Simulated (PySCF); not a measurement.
# Spinor energies of In³¹⁺ (indium, charge +31)

Start: [Ar]. Calculated with PySCF 2.14 in an uncontracted even-tempered set (18 s from 1.8 bohr⁻², ratio 2.6; 14 p from 2.3 bohr⁻², ratio 2.6; 6 d from 2.4 bohr⁻², ratio 2.8; 3 f from 43 bohr⁻², ratio 2.8): generalised Hartree-Fock with the X2C-1e Hamiltonian and a Gaussian nucleus; spin-orbit coupling (SO) screened by Boettger's factors.

| spinor shell | electrons | ε, screened SO (eV) | weight of nominal j (screened SO) | rms radius, screened SO (bohr) |
| --- | --- | --- | --- | --- |
| 1s1/2 | 2 | -29650.8 | 1.000 | 0.0340 |
| 2s1/2 | 2 | -5827.0 | 1.000 | 0.137 |
| 2p1/2 | 2 | -5537.4 | 1.000 | 0.119 |
| 2p3/2 | 4 | -5320.7 | 1.000 | 0.123 |
| 3s1/2 | 2 | -2130.7 | 1.000 | 0.338 |
| 3p1/2 | 2 | -2014.2 | 1.000 | 0.327 |

(1) Where does 3p3/2 lie, and what is the 3p spin-orbit splitting (screened SO)?

```
   quantity  screened SO
E (hartree)  -5182.31406
        M_J            0
       ⟨J²⟩        0.000
       ⟨L²⟩        0.009
       ⟨S²⟩        0.009
```

Breit and QED terms are absent; they matter most for the inner s and p1/2 levels.

Densities and radii are taken from the X2C orbitals without a picture-change correction, which distorts them close to the nucleus.

## Answers

(1) At -1964.0 eV, 50.211 eV above 3p1/2.
